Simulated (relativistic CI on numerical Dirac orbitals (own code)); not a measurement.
Method of calculation: Dirac-Coulomb-Breit CI, KLI orbitals optimised for each configuration, QED by a radiative potential, unscaled Slater integrals (own radial code, finite nucleus).

Configuration list (outside the closed core 1s2): 2s²2p, 2s2p², 2p³, 2p²3s, 2p²3p, 2p²3d, 2s²3s, 2s²3p, 2s²3d, 2s2p3s, 2s2p3p, 2s2p3d, 2s²4s, 2s²4p, 2s²4d, 2s²4f, 2s2p4s, 2s2p4p, 2s2p4d, 2s2p4f, 2s²5s, 2s²5p, 2s²5d, 2s²5f, 2s²5g, 2s3s², 2s3s3p, 2s3s3d, 2s3p², 2s2p5s, 2s3p3d, 2s2p5p, 2s2p5d, 2s2p5f, 2s2p5g, 2p3s². Levels of other configurations are missing.

At this charge energies of transitions that change n are usually good to better than 1 %, and those within a shell (Δn = 0) to a few per cent.

Outline of the computed level scheme of Se XXX. Lowest level of each configuration: 2s²2p ²P°1/2 at 0.00 eV; 2s2p² ⁴P1/2 at 78.51 eV; 2p³ ⁴S°3/2 at 251.28 eV; 2s²3s ²S1/2 at 1846.63 eV; 2s²3p ²P°1/2 at 1877.93 eV; 2s2p3s ⁴P°1/2 at 1908.14 eV; 2s²3d ²D3/2 at 1919.15 eV; 2s2p3p ⁴D1/2 at 1935.14 eV; 2s2p3d ⁴F°3/2 at 1973.70 eV.

Some strong electric-dipole decays among the lowest 45 levels: 2s2p3d ⁴D°1/2 → 2s2p² ⁴P1/2 (9.0e+13 s⁻¹); 2s²3d ²D5/2 → 2s²2p ²P°3/2 (6.1e+13 s⁻¹); 2s2p3d ⁴D°3/2 → 2s2p² ⁴P1/2 (5.6e+13 s⁻¹); 2s²3d ²D3/2 → 2s²2p ²P°1/2 (5.5e+13 s⁻¹); 2s2p3d ²F°5/2 → 2s2p² ²D3/2 (4.3e+13 s⁻¹); 2s2p3d ⁴F°7/2 → 2s2p² ⁴P5/2 (3.7e+13 s⁻¹); 2s2p3d ⁴P°5/2 → 2s2p² ⁴P3/2 (3.6e+13 s⁻¹); 2s2p3d ²D°3/2 → 2s2p² ²P1/2 (3.2e+13 s⁻¹).

LS names give the leading component of a level, which can be under half, so a name can repeat, a term be missing and a line seem to break the LS rules.
